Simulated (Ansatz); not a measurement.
Calculated with Ansatz (gas phase, PBE0-D4/def2-TZVP geometries, no zero-point term in ΔE). CCSD(T)/CBS adds triple-zeta CCSD(T) − MP2 to the extrapolated MP2 energy (def2 sets, frozen cores). Functionals use def2-TZVPP. One conformer a species, not always the lowest.

Reaction (formal exchange of groups at a B–Si bond): `CB(C)[SiH2]Cl` + `C=CSC` → `CSB(C)C` + `C=C[SiH2]Cl`

```json
{"level": "PBE-D4", "ΔE (kJ/mol)": "-133.3", "difference from CCSD(T)/CBS": "16.4"}
{"level": "r2SCAN-D4", "ΔE (kJ/mol)": "-142.2", "difference from CCSD(T)/CBS": "7.5"}
{"level": "ωB97X-V", "ΔE (kJ/mol)": "-143.3", "difference from CCSD(T)/CBS": "6.4"}
{"level": "HF/def2-TZVPP", "ΔE (kJ/mol)": "-151.1", "difference from CCSD(T)/CBS": "-1.4"}
{"level": "MP2/def2-TZVPP", "ΔE (kJ/mol)": "-157.2", "difference from CCSD(T)/CBS": "-7.5"}
{"level": "CCSD/def2-TZVPP", "ΔE (kJ/mol)": "-150.4", "difference from CCSD(T)/CBS": "-0.7"}
{"level": "CCSD(T)/def2-TZVPP", "ΔE (kJ/mol)": "-150.8", "difference from CCSD(T)/CBS": "-1.1"}
{"level": "HF/def2-QZVPP", "ΔE (kJ/mol)": "-150.9", "difference from CCSD(T)/CBS": "-1.2"}
{"level": "SCS-MP2/def2-QZVPP", "ΔE (kJ/mol)": "-153.5", "difference from CCSD(T)/CBS": "-3.8"}
{"level": "MP2/CBS(def2)", "ΔE (kJ/mol)": "-156.1", "difference from CCSD(T)/CBS": "-6.4"}
{"level": "CCSD(T)/CBS", "ΔE (kJ/mol)": "-149.7", "difference from CCSD(T)/CBS": "0"}
```

Largest T1 diagnostic among the species: 0.012.

From PBE to PBE0 (25 % exact exchange), in def2-TZVPP and without D4, ΔE moves by −6.0 kJ/mol.
